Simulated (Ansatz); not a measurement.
System: pyrimidine, C4H4N2, charge 0, multiplicity 1. SMILES: c1ncncc1
Structure (B3LYP-D3(BJ)/def2-TZVP (Ansatz, a quantum-chemistry and plane-wave program) minimum search):
```
C
H 1 1.0812
C 1 1.3872 2 121.69
N 3 1.3327 1 122.14 2 -180.00
C 4 1.3317 3 116.11 1 0.00
N 5 1.3317 4 126.86 3 0.00
C 6 1.3327 5 116.11 4 0.00
H 5 1.0847 6 116.57 7 180.00
H 7 1.0850 6 116.65 5 180.00
H 3 1.0850 4 116.65 5 -180.00
```

Quantity: atomisation energy (electronic, to ground-state atoms), in kJ/mol. Correlated levels leave the core frozen unless marked. Open shells are spin-unrestricted. No spin-orbit coupling. Non-relativistic. The coupled-cluster limit lacks core correlation, which all-electron functionals hold. Basis-set limits of correlation are two-point, X^-3; Hartree-Fock from the larger set (for Q and 5 zeta extrapolated as (X+1)exp(-9√X)). [CCSD(T)-MP2]/basis is that difference in the basis named.

```tsv
level	program	atomisation energy (kJ/mol)
PBE0-D4/def2-TZVPD	Ansatz + dftd4	4737.5
PBE0/def2-TZVP	Ansatz	4716.3
CAM-B3LYP-D3(BJ)/def2-TZVPD	Ansatz + dftd3	4686.0
CCSD/6-31G*	Ansatz	4169.0
CCSD/aug-cc-pVTZ	Ansatz	4400.4
RI-MP2/CBS(cc-pVTZ,cc-pVQZ)+[CCSD(T)-MP2]/cc-pVDZ	Ansatz	4636.0
CCSD(T)/CBS(cc-pVQZ,cc-pV5Z)	Ansatz	4627.9
```

The Hartree-Fock reference is unstable (checked in the largest basis), which strains HF and MP2.
